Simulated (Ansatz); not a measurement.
Two structures of CH7BrGe, closed shell, reached by relaxing down either side of one saddle point (PBE0-D4/def2-TZVP). Energies are electronic, without zero-point energy. Program: Ansatz 0.2.0. Basis: def2-TZVPP and def2-QZVPP. Cores are frozen in the correlated methods. Filled d shells of the heavier atoms are correlated. The def2 sets are not built for correlating such inner shells, so the correlated values are less sure here. Extrapolation: Hartree–Fock as exp(−7.88 √X), correlation as X^−2.97. First:

```tsv
atom	x (Å)	y (Å)	z (Å)
Ge1	-0.6611	0.9546	0.2579
C2	0.1830	-0.6234	1.0307
H3	-0.4219	0.9895	-1.2718
H4	-2.1818	0.9421	0.4838
H5	-0.0716	2.2476	0.8447
H6	0.6491	-0.3379	-2.1853
Br7	1.4666	-1.3871	-2.7028
H8	1.2576	-0.6074	0.8472
H9	-0.2308	-1.5300	0.5884
H10	0.0109	-0.6481	2.1073
```

Second:

```
10
angstrom
Ge -0.7619 1.6966 -1.1402
C 0.6216 -1.6103 1.2383
H -2.0207 1.6336 -2.0106
H -0.9395 0.9291 0.1722
H -0.3151 3.1414 -0.8980
H 0.9809 -1.3010 0.2572
Br 0.9294 0.6531 -2.3189
H 1.1790 -2.4856 1.5711
H -0.4380 -1.8585 1.1773
H 0.7642 -0.7985 1.9516
```

Q: Which bonds change from the first to the second?

A: CH₆Ge ([CH3][GeH3]) + HBr → GeH₃Br ([GeH3][Br]) + CH₄; bonds formed: Ge1–Br7, C2–H6; bonds broken: Ge1–C2, H6–Br7.

Q: Give the saddle point's structure and its height above each. (Judge from chemistry; the value comes from the calculation.)

A: By the calculation: 169.7 kJ/mol above the first and 262.5 kJ/mol above the second (CCSD(T) at an estimated basis limit (MP2 extrapolated from triple and quadruple zeta, plus CCSD(T) − MP2 in triple zeta)).
Ge1  (-0.633, 0.930, -0.293)
C2  (0.292, -0.853, 0.713)
H3  (-1.493, 0.530, -1.480)
H4  (-1.523, 1.000, 0.978)
H5  (0.306, 2.124, -0.309)
H6  (0.662, -0.457, -0.394)
Br7  (1.424, -0.010, -2.173)
H8  (1.067, -1.611, 0.548)
H9  (-0.662, -1.367, 0.809)
H10  (0.562, -0.286, 1.602)
(Å)

T1 diagnostic: at most 0.010.

Labels in which every atom is bracketed show which atoms are joined, not bond orders.

For scale, one of the runs: CCSD(T)/def2-TZVPP, 225 basis functions, launched by `ansatz run in.yaml --threads 8 --pin off --events-out ev --progress --plain --max-ram 19148MiB`. The run took 110 s on 8 CPU threads of an Arm Neoverse V1 (shared host), with 3.8 GiB of host memory at its peak.
